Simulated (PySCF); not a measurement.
# Bi(CH3)2H3 at several levels of theory

Computed with PySCF 2.14.0 (density fitting, no spin-orbit coupling) at the geometry relaxed with BP86:

```xyz
12
Bi(CH3)2H3 (singlet)
Bi    0.0000    0.0000    0.0000
C     0.0000    0.0000    2.3487
H    -1.0549    0.0000    2.6871
H     0.5274   -0.9136    2.6871
H     0.5274    0.9136    2.6871
C     0.0000    0.0000   -2.3487
H    -1.0549    0.0000   -2.6871
H     0.5274    0.9136   -2.6871
H     0.5274   -0.9136   -2.6871
H     1.8498    0.0000    0.0000
H    -0.9249    1.6020    0.0000
H    -0.9249   -1.6020    0.0000
```

```
level                                              basis    state  HOMO (eV)  gap (eV)  charge on Bi1 (e)  dipole about the centre of mass (D)  largest force component (eV/Å)
 BP86     Bi def2-SVP with ECP60, C def2-SVP, H def2-SVP  singlet      -4.87      2.46               0.52                                 0.00                            0.01
M06-L                                           the same  singlet      -4.99      2.87               0.80                                 0.00                            0.33
 BP86  Bi def2-TZVP with ECP60, C def2-TZVP, H def2-TZVP  singlet      -5.00      2.40               0.59                                 0.00                            0.30
 BP86          Bi x2c-SVPall, C x2c-SVPall, H x2c-SVPall  singlet      -4.89      2.47               0.54                                 0.00                            0.12
```

Charges are Mulliken's, which hang on the basis. The relaxation used the grid (50, 194), these runs (75, 302) or, all-electron (x2c bases, spin-free X2C Hamiltonian), (99, 590).

A further run in the first row's basis gives HOMO (eV) -4.94, gap (eV) 2.77, charge on Bi1 (e) 0.59, dipole about the centre of mass (D) 0.00, largest force component (eV/Å) 0.26. Which level was it?
A. PBE
B. r2SCAN
C. TPSSh

B. The others give HOMO -4.76 eV (PBE); -5.23 eV (TPSSh).

In the first row's basis the gap widens with exact exchange: 2.5 to 2.9 eV for BP86, PBE, r2SCAN, M06-L (none); 3.3 eV for TPSSh (a fixed share).
